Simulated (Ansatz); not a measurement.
Basis-set extrapolation for C3H12AlP (`C[P+](C)(C)[AlH3-]`) (PBE0-D4/def2-TZVP geometry, frozen core, Ansatz). Multiplicity 1, RHF reference.

|  | def2-TZVPP | def2-QZVPP |
| --- | --- | --- |
| HF | -703.324105 | -703.347419 |
| MP2 correlation | -0.797508 | -0.850623 |
| CCSD(T) correlation | -0.906838 | not run |

Energies in hartree. Use E(X) = E(∞) + A·exp(−7.88·√X) for Hartree–Fock and E(X) = E(∞) + B·X^(−2.97) for correlation, with X = 3 and 4, and add CCSD(T) minus MP2 of the smaller set to the MP2 limit.

Task: What is the CCSD(T) energy at the basis-set limit?

Result: HF limit: -703.347419 + (-0.023314) × 0.13774 = -703.35063. MP2 limit: -0.850623 + (-0.053115) × 0.74074 = -0.88997. Higher-order term: -0.906838 − (-0.797508) = -0.10933. Total: -704.34993 hartree, 312.4 kJ/mol below CCSD(T)/def2-TZVPP.
